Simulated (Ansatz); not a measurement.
Coupled-cluster diagnostics for Ga3Sb3H12, a cluster cut from wurtzite GaSb (hydrogen-capped), Ansatz.

Geometry of the singlet (PBE-D4/def2-SVP):

```xyz
18

Sb    2.1098    0.5990   -0.8456
Ga    0.1036    1.5777   -2.3821
Sb   -1.8667    1.3257   -0.5397
Ga    2.2058   -1.7547    0.4937
Sb   -0.1191   -1.4434    1.8506
Ga   -2.5792   -0.8779    0.8664
H     3.5578    0.7252   -1.7607
H     2.5182    1.8298    0.2809
H     0.3657    3.1108   -2.6407
H    -0.1823    0.4769   -3.4755
H    -1.6507    2.5941    0.5984
H    -3.2986    1.9696   -1.2354
H     3.4022   -1.7057    1.5194
H     1.9344   -2.8788   -0.5793
H     0.1865   -0.3116    3.1062
H    -0.2886   -2.8009    2.8893
H    -2.8855   -1.9948   -0.2050
H    -3.5132   -0.4409    2.0589
```

In the def2 sets Sb takes a core potential; there is no spin–orbit coupling. Correlated methods freeze 39 core orbitals; core or outer-core shells of Sb, Ga are correlated, in sets that lack core-valence functions.

Question: Estimate the CCSD(T) correlation energy, the shares of MP2 and (T), T1 and the reference's ⟨S²⟩ for: charge 0, singlet, own geometry in def2-SVP; and the rough time on 2 threads of AMD EPYC 7R13 on a shared host and a share (18 GiB) of an NVIDIA H100 80GB HBM3.

Answer: 
| state | basis | correlation (eV) | MP2 share (%) | (T) share (%) | T1 | ⟨S²⟩ (pure) | wall time |
| --- | --- | --- | --- | --- | --- | --- | --- |
| charge 0, singlet, own geometry | def2-SVP | -31.515 | 91.5 | 3.4 | 0.011 | 0.00 (0.00) | 7.5 s |
Customary marks for T1 are 0.02 (closed shells), 0.045 (open shells) and about 0.05 (3d metals). T1 stays under 0.02 throughout.
